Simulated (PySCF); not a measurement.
[Zr(OH)2(CH3)2] (charge 0, multiplicity 1)

The numbers are results of TPSSh-D3(BJ)/def2-TZVP // BP86-D3(BJ)/def2-SVP run with PySCF, not measurements.

The HOMO comes out as -6.41 eV. The dipole moment comes out as 2.55 D and the HOMO–LUMO gap comes out as 5.46 eV. The LUMO is -0.95 eV, the charge on the central atom (Mulliken) comes out as 1.68 e and the total energy is -278.7682 Ha. The cost comes out as about 9 core-minutes (a rough figure).

```xyz
13

Zr    -0.3195     0.0393     0.0141
O     -1.5646     0.3914    -1.4219
H     -2.2295     0.3108    -2.1203
O     -0.1173    -1.7694     0.6616
H     -0.1859    -2.7233     0.8092
C     -0.8860     1.3302     1.7538
H     -0.9050     2.4033     1.4521
H     -0.1392     1.2240     2.5747
H     -1.8851     1.0898     2.1828
C      1.7004     0.7686    -0.6216
H      2.1228     0.2175    -1.4922
H      2.4282     0.6695     0.2171
H      1.6551     1.8464    -0.9027
```
Charge 0, spin multiplicity 1.
